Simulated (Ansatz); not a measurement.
Basis-set extrapolation for C₂H₈AlN, SMILES `C[N](C)[AlH2]` (PBE0-D4/def2-TZVP geometry, frozen core, the Gaussian-basis code of Ansatz). Multiplicity 1, RHF reference.

```tsv
	cc-pV(T+d)Z	cc-pV(Q+d)Z
HF	-376.825405	-376.837464
MP2 correlation	-0.654570	-0.696506
CCSD(T) correlation	-0.725759	-0.762328
```

Energies in hartree. Use E(X) = E(∞) + A·exp(−5.46·√X) for Hartree–Fock and E(X) = E(∞) + B·X^(−3.05) for correlation, with X = 3 and 4.

Q: What is the CCSD(T) energy at the basis-set limit?

A: HF limit: -376.837464 + (-0.012059) × 0.30130 = -376.84110. Correlation limit: -0.762328 + (-0.036569) × 0.71189 = -0.78836. Total: -377.62946 hartree, 2.13 eV below CCSD(T)/cc-pV(T+d)Z.
